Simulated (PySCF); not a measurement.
## Identify the compound

An unknown has the formula C4H11NSi. Its calculated NMR data are:

¹H NMR (300 MHz, computed): δ 6.12 (m, 1H), 3.89 (m, 1H), 3.74 (t, 3H), 3.67 (m, 1H), 3.02 (q, 2H), 2.60 (s, 3H).

¹³C{¹H} NMR (computed): δ 147.6 (CH), 84.7 (CH2), 43.5 (CH2), 37.0 (CH3).

Non-relativistic, in vacuum, one computed conformer, averaged over atoms made equivalent by symmetry, fast rotation or ring inversion. GIAO PBE0/pcSseg-1 shieldings; GFN2-xTB geometry; PySCF 2.14.0 with density-fitted response routines.

δ = σ(ref) − σ, references computed at the same level: ¹H, ¹³C vs TMS.

**Question.** Which candidate is it?
A. C=CN(C)C[SiH3]
B. C[C@@H]1CC[Si@@H]1N
C. C/C=C/[SiH2]NC
D. CN(C)[SiH]1CC1

**Answer.** A. 

1. The formula gives 1 degree of unsaturation (no ring in the answer).
2. 4 carbon signals for 4 carbons: no two carbons are equivalent.
3. Carbon types of the structure: 1 × CH, 2 × CH2, 1 × CH3, leaving 3 H on heteroatoms.
4. δC 147.6: alkene carbon bearing nitrogen; an sp2 carbon further deshielded by the attached heteroatom.
5. δC 84.7: β carbon of an enol-ether or enamine type C=C; the O or N lone pair pushes π density onto this β carbon and shields it.
6. δC 43.5: sp3 CH2 bonded to N and Si; the inductive effect lowers its shielding.
7. δH 6.12: hydrogen on an alkene carbon bearing nitrogen; olefinic region.
8. δH 3.89, 3.67: hydrogen on a β carbon of an enol-ether or enamine type C=C; lone-pair donation from O or N shields it, upfield of ordinary alkene protons.

The others: C[C@@H]1CC[Si@@H]1N would give 7 signals for carbon-bound and other non-exchanging H, not 6; C/C=C/[SiH2]NC would give 5 signals for carbon-bound and other non-exchanging H, not 6; CN(C)[SiH]1CC1 would give 2 carbon signals, not 4.

Shifts are as computed. Against solution values, carbons near 30 ppm lie about +3 ppm off and those near 130 ppm about +5 ppm. Of 1211 compounds with measured shifts, 218 miss one by over three times the rms of a fit or turn the order of signals round; such compounds aren't used in these exercises. No couplings were computed; multiplicities are counted from neighbouring protons, with m where these are inequivalent, close in shift, in a saturated or five-membered ring or joined by F or P, and br s for small geminal =CH2 splittings.
